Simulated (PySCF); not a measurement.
Compound: C3F8.
SMILES: `FC(F)(F)C(F)(F)C(F)(F)F`

Computed, not measured: PBE0/pcSseg-1 in PySCF (dipole) on a GFN2-xTB geometry, gas phase.

Masses are those of the commonest isotopes; rigid-rotor values at the optimised geometry. 

What are A, B and C (cm⁻¹)?

Ia = 304.10, Ib = 526.10, Ic = 564.95 u·Å²; 505379 MHz·u·Å²/I gives 1662, 960.6 and 894.6 MHz, that is A = 0.05543, B = 0.03204, C = 0.02984 cm⁻¹.

Classify the top.

An asymmetric top; Ray's κ = -0.828.

Is it planar, by Δ = Ic − Ia − Ib?

Not planar: Δ = Ic − Ia − Ib = -265.25 u·Å². For a rigid frame Δ = −2 Σ m c², so Σ m c² = 132.63 u·Å² lies off the ab plane. The atom farthest from that plane is 1.08 Å away.

Give the coordinates in the principal-axis frame, origin at the centre of mass.

The sense of each axis is arbitrary; atoms in the order of the calculation.
| atom | mass (u) | a (Å) | b (Å) | c (Å) |
| --- | --- | --- | --- | --- |
| F1 | 18.998 | 1.354 | -1.012 | 1.074 |
| C2 | 12.000 | 1.301 | -0.233 | 0.000 |
| F3 | 18.998 | 1.355 | -1.008 | -1.077 |
| F4 | 18.998 | 2.370 | 0.550 | 0.002 |
| C5 | 12.000 | 0.000 | 0.626 | 0.001 |
| F6 | 18.998 | 0.000 | 1.418 | -1.084 |
| F7 | 18.998 | 0.000 | 1.420 | 1.084 |
| C8 | 12.000 | -1.301 | -0.233 | 0.000 |
| F9 | 18.998 | -1.356 | -1.009 | 1.076 |
| F10 | 18.998 | -2.370 | 0.550 | -0.001 |
| F11 | 18.998 | -1.354 | -1.010 | -1.075 |

List the rotational levels J(Ka,Kc) to J = 2 (cm⁻¹).

Above 0(0,0):
J = 1: 1(0,1) 0.0619, 1(1,1) 0.0853, 1(1,0) 0.0875
J = 2: 2(0,2) 0.1855, 2(1,2) 0.2068, 2(1,1) 0.2134, 2(2,1) 0.2836, 2(2,0) 0.2838
The levels of one J sum to (2J + 1)J(J + 1)(A + B + C)/3.

The dipole components are |μa| = 0.00 D, |μb| = 0.01 D, |μc| = 0.00 D.

Not checked by GFN2-xTB frequencies. These are rigid-rotor constants of the computed structure; measured ground-state constants (B0) also hold zero-point vibration.

Hardware: x86-64 server, one thread, no GPU, on a shared host. Cost: 29 s of wall time. This is the PBE0/pcSseg-1 job that gave the dipole, with the shieldings it also computed.

Shape of the structure used: `[F:1][C:2]([F:3])([F:4])[C:5]([F:6])([F:7])[C:8]([F:9])([F:10])[F:11]`: F1–C2–C5–F6 179°, C2–C5–C8–F9 60°.
